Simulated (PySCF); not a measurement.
PySCF input (M06-2X/def2-TZVPD):

```python
from pyscf import gto, scf, dft

mol = gto.M(
    atom='''
    B     0.06491544   -0.21498043    0.25707852
    F     1.22275782   -0.93661742    0.43030786
    F    -0.78669751   -0.50748319    1.29658072
    S    -0.26557000    0.87948797   -1.05171187
    ''',
    basis='def2-tzvpd',
    charge=-1,
    spin=0,
    verbose=4,
)

mf = dft.RKS(mol, xc='m062x').density_fit(auxbasis='def2-universal-jkfit')
mf.grids.level = 4
mf.conv_tol = 1e-9
mf.max_cycle = 100
mf.max_memory = 1500
mf.kernel()
if not mf.converged:
    mf = mf.newton()
    mf.kernel(mf.make_rdm1())
mf.analyze()
```

Output:

```
PySCF version 2.14.0

[INPUT] verbose = 4
[INPUT] num. atoms = 4
[INPUT] num. electrons = 40
[INPUT] charge = -1
[INPUT] spin (= nelec alpha-beta = 2S) = 0
[INPUT] symmetry False subgroup None
[INPUT] Mole.unit = angstrom
[INPUT] Symbol           X                Y                Z      unit          X                Y                Z       unit  Magmom
[INPUT]  1 B      0.064915440000  -0.214980430000   0.257078520000 AA    0.122672402856  -0.406254134841   0.485807995309 Bohr   0.0
[INPUT]  2 F      1.222757820000  -0.936617420000   0.430307860000 AA    2.310677396470  -1.769950407297   0.813164004648 Bohr   0.0
[INPUT]  3 F     -0.786697510000  -0.507483190000   1.296580720000 AA   -1.486642836777  -0.959004241921   2.450182459191 Bohr   0.0
[INPUT]  4 S     -0.265570000000   0.879487970000  -1.051711870000 AA   -0.501854566901   1.661991393150  -1.987447396254 Bohr   0.0

nuclear repulsion = 133.100332656901
number of shells = 57
number of NR pGTOs = 234
number of NR cGTOs = 163
basis = def2-tzvpd
ecp = {}

******** <class 'pyscf.df.df_jk.DFRKS'> ********
method = DFRKS
initial guess = minao
damping factor = 0
level_shift factor = 0
DIIS = <class 'pyscf.scf.diis.CDIIS'>
diis_start_cycle = 1
diis_space = 8
diis_damp = 0
SCF conv_tol = 1e-09
SCF conv_tol_grad = None
SCF max_cycles = 100
direct_scf = False
XC library pyscf.dft.libxc version 7.1.2
    S. Lehtola, C. Steigemann, M. J. T. Oliveira, and M. A. L. Marques,  SoftwareX 7, 1–5 (2018)
XC functionals = m062x
    Y. Zhao and D. G. Truhlar,  Theor. Chem. Acc. 120, 215 (2008)
    Y. Zhao and D. G. Truhlar,  Theor. Chem. Acc. 120, 215 (2008)
radial grids:
    Treutler-Ahlrichs [JCP 102, 346 (1995); DOI:10.1063/1.469408] (M4) radial grids

becke partition: Becke, JCP 88, 2547 (1988); DOI:10.1063/1.454033
pruning grids: <function nwchem_prune>
grids dens level: 4
symmetrized grids: False
atomic radii adjust function: <function treutler_atomic_radii_adjust>
small_rho_cutoff = 0
Set gradient conv threshold to 3.16228e-05
Initial guess from minao.
tot grids = 114472
******** <class 'pyscf.df.df.DF'> ********
auxbasis = def2-universal-jkfit
init E= -623.130820539822
  HOMO = -0.313174407205617  LUMO = -0.0114733470003739  gap/eV = 8.20970
cycle= 1 E= -622.883051560349  delta_E= 0.248  |g|= 0.632  |ddm|= 1.57
  HOMO = -0.00973880353521338  LUMO = 0.133002508905494  gap/eV = 3.88419
cycle= 2 E= -622.891965344414  delta_E= -0.00891  |g|= 0.706  |ddm|= 0.908
  HOMO = -0.064570202208099  LUMO = 0.129277325313425  gap/eV = 5.27486
[...]
cycle= 10 E= -622.969691480969  delta_E= -2.13e-10  |g|= 4.64e-06  |ddm|= 3.89e-05
  HOMO = -0.0800091707607693  LUMO = 0.126684864631721  gap/eV = 5.62443
Extra cycle  E= -622.969691480977  delta_E= -7.5e-12  |g|= 3.63e-06  |ddm|= 1.05e-05
converged SCF energy = -622.969691480977
**** SCF Summaries ****
Total Energy =                        -622.969691480976735
Nuclear Repulsion Energy =             133.100332656901458
One-electron Energy =                -1136.445213039185546
Two-electron Energy =                  380.375188901307411
Two-electron Coulomb Energy =          431.287815688172657
DFT Exchange-Correlation Energy =      -50.912626786865260
HOMO-LUMO gap [eV] =                     5.624431185096588
**** MO energy ****
MO #1   energy= -89.6359064979178  occ= 2
MO #2   energy= -25.051356876039   occ= 2
MO #3   energy= -25.051346104716   occ= 2
MO #4   energy= -7.99682118045286  occ= 2
MO #5   energy= -6.94658277484211  occ= 2
MO #6   energy= -5.91564282057856  occ= 2
MO #7   energy= -5.91442429898085  occ= 2
MO #8   energy= -5.91306788241073  occ= 2
MO #9   energy= -1.16965916904981  occ= 2
MO #10  energy= -1.13472255586863  occ= 2
MO #11  energy= -0.557569952445988 occ= 2
MO #12  energy= -0.466198499662608 occ= 2
MO #13  energy= -0.414044949657099 occ= 2
MO #14  energy= -0.379070333918375 occ= 2
MO #15  energy= -0.366897388054809 occ= 2
MO #16  energy= -0.329252159500116 occ= 2
MO #17  energy= -0.310921147470834 occ= 2
MO #18  energy= -0.189032988857015 occ= 2
MO #19  energy= -0.096895649527118 occ= 2
MO #20  energy= -0.0800091707607693 occ= 2
MO #21  energy= 0.126684864631721  occ= 0
MO #22  energy= 0.150122494846172  occ= 0
MO #23  energy= 0.161190810640022  occ= 0
MO #24  energy= 0.161365729937014  occ= 0
MO #25  energy= 0.197427969419377  occ= 0
MO #26  energy= 0.206804512414748  occ= 0
MO #27  energy= 0.234647003916483  occ= 0
MO #28  energy= 0.234811591700641  occ= 0
MO #29  energy= 0.260182508559403  occ= 0
MO #30  energy= 0.264397133471408  occ= 0
MO #31  energy= 0.268860743203664  occ= 0
MO #32  energy= 0.298801148024392  occ= 0
MO #33  energy= 0.309126852422383  occ= 0
MO #34  energy= 0.334727741194311  occ= 0
MO #35  energy= 0.335985239077555  occ= 0
MO #36  energy= 0.349317071313392  occ= 0
MO #37  energy= 0.350425156982865  occ= 0
MO #38  energy= 0.351917170987877  occ= 0
MO #39  energy= 0.384661276028191  occ= 0
MO #40  energy= 0.397294848891358  occ= 0
MO #41  energy= 0.408634383737257  occ= 0
MO #42  energy= 0.417441698700767  occ= 0
MO #43  energy= 0.448893795025177  occ= 0
MO #44  energy= 0.450383877462057  occ= 0
MO #45  energy= 0.454867354503932  occ= 0
MO #46  energy= 0.493316416292553  occ= 0
MO #47  energy= 0.495588748585579  occ= 0
MO #48  energy= 0.512261907287824  occ= 0
MO #49  energy= 0.550217512793968  occ= 0
MO #50  energy= 0.581735412591569  occ= 0
MO #51  energy= 0.604052031994124  occ= 0
MO #52  energy= 0.702158550872759  occ= 0
MO #53  energy= 0.708430858862231  occ= 0
MO #54  energy= 0.718997548030418  occ= 0
MO #55  energy= 0.740818756480799  occ= 0
MO #56  energy= 0.752551987010642  occ= 0
MO #57  energy= 0.780755172438864  occ= 0
MO #58  energy= 0.7815800424294    occ= 0
MO #59  energy= 0.784317347318393  occ= 0
MO #60  energy= 0.801796850403537  occ= 0
MO #61  energy= 0.816437890516574  occ= 0
MO #62  energy= 0.820702616171194  occ= 0
MO #63  energy= 0.825298576732516  occ= 0
MO #64  energy= 0.827234696009256  occ= 0
MO #65  energy= 0.845362485949519  occ= 0
MO #66  energy= 0.849306508279144  occ= 0
MO #67  energy= 0.866516639749345  occ= 0
MO #68  energy= 0.901441669573221  occ= 0
MO #69  energy= 0.938540326251897  occ= 0
MO #70  energy= 0.942202345436194  occ= 0
MO #71  energy= 1.01633615195797   occ= 0
MO #72  energy= 1.03615162071967   occ= 0
MO #73  energy= 1.12444841265496   occ= 0
MO #74  energy= 1.15629985432454   occ= 0
MO #75  energy= 1.18352745411484   occ= 0
MO #76  energy= 1.19350980955045   occ= 0
MO #77  energy= 1.23494768130264   occ= 0
MO #78  energy= 1.25951638984468   occ= 0
MO #79  energy= 1.27410870229969   occ= 0
MO #80  energy= 1.27656698945205   occ= 0
MO #81  energy= 1.37366209173329   occ= 0
MO #82  energy= 1.42230154431509   occ= 0
MO #83  energy= 1.46673629258105   occ= 0
MO #84  energy= 1.5051063678439    occ= 0
MO #85  energy= 1.51077758094063   occ= 0
MO #86  energy= 1.74243974524477   occ= 0
MO #87  energy= 1.77158479520679   occ= 0
MO #88  energy= 1.80550411652675   occ= 0
MO #89  energy= 1.83187992780145   occ= 0
MO #90  energy= 1.88561730344235   occ= 0
MO #91  energy= 1.89267629593523   occ= 0
MO #92  energy= 1.90849094175271   occ= 0
MO #93  energy= 1.91186761868341   occ= 0
MO #94  energy= 1.93484576695277   occ= 0
MO #95  energy= 1.94977787033024   occ= 0
MO #96  energy= 2.03321456466652   occ= 0
MO #97  energy= 2.08798903935275   occ= 0
MO #98  energy= 2.10982653932062   occ= 0
MO #99  energy= 2.12563638565738   occ= 0
MO #100 energy= 2.13017465460505   occ= 0
MO #101 energy= 2.16258660191169   occ= 0
MO #102 energy= 2.17072544685301   occ= 0
MO #103 energy= 2.18723167116152   occ= 0
MO #104 energy= 2.1954142551631    occ= 0
MO #105 energy= 2.25546914165623   occ= 0
MO #106 energy= 2.32815430849625   occ= 0
MO #107 energy= 2.38317847570701   occ= 0
[...]
```

It need not be the lowest isomer of its formula. Whether it binds its extra electron was not tested at this geometry.
